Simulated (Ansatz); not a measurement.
Isolated molecules relaxed with PBE0-D4/def2-TZVP in Ansatz; ΔE leaves out vibrations. CCSD(T)/CBS is the MP2 limit (def2-TZVPP, def2-QZVPP) plus CCSD(T) − MP2 in def2-TZVPP, frozen cores. This one scheme is used for every species. Functionals use def2-TZVPP. For Ge outer-core shells are correlated without core-valence functions, which leaves a few kJ/mol of doubt a bond. Scalar relativity is left out up to krypton. Each species was taken in one conformer, which may not be the lowest.

Consider the silylene formation by 1,1-elimination: `[BH2][GeH2][CH2][SiH3]` → `[BH2][GeH2][CH3]` + `[SiH2]`.

`[BH2][GeH2][CH2][SiH3]`:

Z-matrix (Å, degrees):
```
Ge
C 1 1.968
B 1 2.058 2 112.9
H 1 1.549 2 108.9 3 118.8
H 1 1.543 2 108.7 3 -125.5
Si 2 1.866 1 112.2 3 65.5
H 2 1.093 1 109.3 3 -172.1
H 2 1.094 1 107.8 3 -55.4
H 3 1.195 1 120.9 2 22.0
H 3 1.194 1 121.0 2 -160.4
H 6 1.489 2 112.4 1 -173.9
H 6 1.491 2 109.7 1 -53.6
H 6 1.488 2 110.3 1 65.0
```

`[BH2][GeH2][CH3]`:

```xyz
10

B     1.128   -0.413   -1.486
Ge   -0.494   -0.451   -0.219
C    -0.365    0.741    1.330
H     2.059    0.317   -1.311
H     1.155   -1.134   -2.439
H    -0.716   -1.900    0.273
H    -1.756   -0.083   -1.035
H     0.499    0.475    1.940
H    -1.261    0.671    1.947
H    -0.249    1.775    1.000
```

`[SiH2]`:

Z-matrix (Å, degrees):
```
Si
H 1 1.525
H 1 1.525 2 91.2
```

| level | ΔE (kJ/mol) |
| --- | --- |
| r2SCAN-D4 | 257.7 |
| PBE0-D4 | 250.3 |
| ωB97M-V | 234.8 |
| PBE | 231.5 |
| MP2/def2-TZVPP | 254.4 |
| SCS-MP2/def2-TZVPP | 241.1 |
| SCS-MP2/def2-QZVPP | 245.7 |
| HF/CBS(def2) | 216.2 |

What does CCSD(T)/CBS give? (Best estimate.)

The calculation gave: +240.8 kJ/mol. The listed levels differ from it by 16.9, 9.5, -6.0, -9.3, 13.6, 0.3, 4.9, -24.6 kJ/mol.

Largest T1 diagnostic among the species: 0.014.

From PBE to PBE0 (25 % exact exchange), in def2-TZVPP and without D4, ΔE moves by +10.0 kJ/mol. The D4 term adds +16.0 kJ/mol with B3LYP and +8.8 kJ/mol with PBE0; it sums over pairs of atoms, weighted by their polarisabilities, and B3LYP, whose exchange is more repulsive, gets the larger term.

B3LYP here is the variant with VWN-RPA as its local correlation; programs differ in this.
